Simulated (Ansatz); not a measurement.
`C#Cc1ccc(C#Cc2ccc(C#Cc3ccc(C#Cc4ccc(C#Cc5ccc(C#Cc6ccccc6)cc5)cc4)cc3)cc2)cc1` with charge -1. Charge -1, multiplicity 2. Geometry r2SCAN-D4/def2-SVP, that of the neutral singlet; atoms count from 1.

Cartesian coordinates in Å:
```
C 20.001 5.191 -1.164
C 18.827 4.876 -1.083
C 17.455 4.507 -0.990
C 16.519 5.367 -0.373
C 15.181 5.008 -0.281
C 14.725 3.775 -0.804
C 13.359 3.409 -0.712
C 12.177 3.093 -0.633
C 10.811 2.730 -0.544
C 9.894 3.534 0.174
C 8.556 3.178 0.261
C 8.076 2.005 -0.370
C 6.709 1.644 -0.285
C 5.525 1.334 -0.214
C 4.156 0.979 -0.135
C 3.261 1.721 0.673
C 1.920 1.374 0.748
C 1.414 0.273 0.015
C 0.043 -0.077 0.086
C -1.144 -0.377 0.146
C -2.517 -0.720 0.211
C -3.059 -1.703 -0.652
C -4.405 -2.034 -0.593
C -5.267 -1.401 0.335
C -6.642 -1.738 0.393
C -7.833 -2.027 0.442
C -9.209 -2.358 0.496
C -10.032 -1.864 1.535
C -11.380 -2.189 1.587
C -11.964 -3.019 0.601
C -13.342 -3.347 0.652
C -14.533 -3.629 0.695
C -15.915 -3.956 0.745
C -16.532 -4.637 -0.329
C -17.888 -4.954 -0.275
C -18.653 -4.603 0.844
C -18.052 -3.929 1.914
C -16.697 -3.606 1.870
C -11.140 -3.513 -0.439
C -9.792 -3.191 -0.489
C -4.724 -0.420 1.199
C -3.379 -0.086 1.137
C 2.310 -0.469 -0.793
C 3.651 -0.125 -0.865
C 8.994 1.201 -1.088
C 10.332 1.555 -1.172
C 15.664 2.916 -1.422
C 17.002 3.275 -1.512
H 21.036 5.469 -1.235
H 16.861 6.322 0.033
H 14.463 5.679 0.197
H 10.253 4.442 0.663
H 7.856 3.806 0.818
H 3.640 2.574 1.240
H 1.237 1.953 1.375
H -2.402 -2.199 -1.370
H -4.814 -2.793 -1.265
H -9.592 -1.221 2.301
H -12.007 -1.802 2.395
H -15.932 -4.909 -1.201
H -18.354 -5.480 -1.114
H -19.716 -4.854 0.882
H -18.645 -3.654 2.791
H -16.223 -3.080 2.704
H -11.581 -4.154 -1.205
H -9.164 -3.579 -1.295
H -5.381 0.075 1.918
H -2.971 0.674 1.808
H 1.930 -1.321 -1.362
H 4.334 -0.705 -1.492
H 8.634 0.292 -1.578
H 11.032 0.927 -1.729
H 15.323 1.961 -1.828
H 17.721 2.605 -1.990
```

Single mean-field runs in def2-SVP are fitted with def2-universal-jkfit.

(1) Estimate the Mulliken populations of the heavy atoms from the PBE0/def2-SVP orbitals of Ansatz.

(2) Where does the spin sit?

(3) And the Mayer bond orders between bonded heavy atoms (over 0.3, the first 40 of 53)?

## Answers

(1) 
| atom | charge (e) | spin (α − β) |
| --- | --- | --- |
| C1 | -0.45 | 0.05 |
| C2 | 0.34 | -0.03 |
| C3 | -0.08 | 0.07 |
| C4 | 0.01 | -0.02 |
| C5 | 0.00 | 0.04 |
| C6 | -0.06 | 0.00 |
| C7 | -0.05 | 0.06 |
| C8 | -0.02 | -0.01 |
| C9 | -0.08 | 0.07 |
| C10 | 0.00 | 0.00 |
| C11 | 0.00 | 0.03 |
| C12 | -0.07 | 0.04 |
| C13 | -0.04 | 0.04 |
| C14 | -0.03 | 0.02 |
| C15 | -0.07 | 0.06 |
| C16 | 0.00 | 0.01 |
| C17 | 0.00 | 0.01 |
| C18 | -0.07 | 0.05 |
| C19 | -0.03 | 0.02 |
| C20 | -0.04 | 0.03 |
| C21 | -0.07 | 0.04 |
| C22 | 0.00 | 0.02 |
| C23 | 0.00 | 0.00 |
| C24 | -0.08 | 0.06 |
| C25 | -0.02 | 0.01 |
| C26 | -0.04 | 0.05 |
| C27 | -0.06 | 0.02 |
| C28 | 0.00 | 0.03 |
| C29 | 0.00 | -0.01 |
| C30 | -0.08 | 0.07 |
| C31 | -0.01 | -0.02 |
| C32 | -0.06 | 0.05 |
| C33 | -0.07 | -0.01 |
| C34 | 0.00 | 0.03 |
| C35 | -0.02 | -0.02 |
| C36 | -0.03 | 0.04 |
| C37 | -0.02 | -0.02 |
| C38 | 0.00 | 0.03 |
| C39 | 0.00 | -0.01 |
| C40 | 0.00 | 0.03 |
| C41 | 0.00 | 0.00 |
| C42 | 0.00 | 0.02 |
| C43 | 0.00 | 0.01 |
| C44 | 0.00 | 0.01 |
| C45 | 0.00 | 0.03 |
| C46 | 0.00 | 0.00 |
| C47 | 0.00 | 0.04 |
| C48 | 0.01 | -0.02 |
Mulliken values and Mayer orders depend strongly on the basis.

(2) Summed by element: C 1.02, H -0.02, of 1 unpaired in all. Largest on single atoms: C9 0.07, C30 0.07, C3 0.07.

(3) C1–C2 2.46 (1.22 Å); C2–C3 1.02 (1.42 Å); C3–C4 1.32 (1.41 Å); C3–C48 1.32 (1.41 Å); C4–C5 1.42 (1.39 Å); C5–C6 1.31 (1.41 Å); C6–C7 1.06 (1.42 Å); C6–C47 1.31 (1.41 Å); C7–C8 2.51 (1.23 Å); C8–C9 1.07 (1.42 Å); C9–C10 1.29 (1.42 Å); C9–C46 1.29 (1.42 Å); C10–C11 1.44 (1.39 Å); C11–C12 1.29 (1.42 Å); C12–C13 1.07 (1.42 Å); C12–C45 1.29 (1.42 Å); C13–C14 2.48 (1.23 Å); C14–C15 1.08 (1.42 Å); C15–C16 1.29 (1.42 Å); C15–C44 1.28 (1.42 Å); C16–C17 1.44 (1.39 Å); C17–C18 1.29 (1.42 Å); C18–C19 1.08 (1.42 Å); C18–C43 1.29 (1.42 Å); C19–C20 2.48 (1.23 Å); C20–C21 1.07 (1.42 Å); C21–C22 1.29 (1.42 Å); C21–C42 1.29 (1.42 Å); C22–C23 1.44 (1.39 Å); C23–C24 1.29 (1.42 Å); C24–C25 1.07 (1.42 Å); C24–C41 1.29 (1.42 Å); C25–C26 2.50 (1.23 Å); C26–C27 1.07 (1.42 Å); C27–C28 1.30 (1.42 Å); C27–C40 1.30 (1.42 Å); C28–C29 1.43 (1.39 Å); C29–C30 1.30 (1.42 Å); C30–C31 1.05 (1.42 Å); C30–C39 1.30 (1.42 Å).
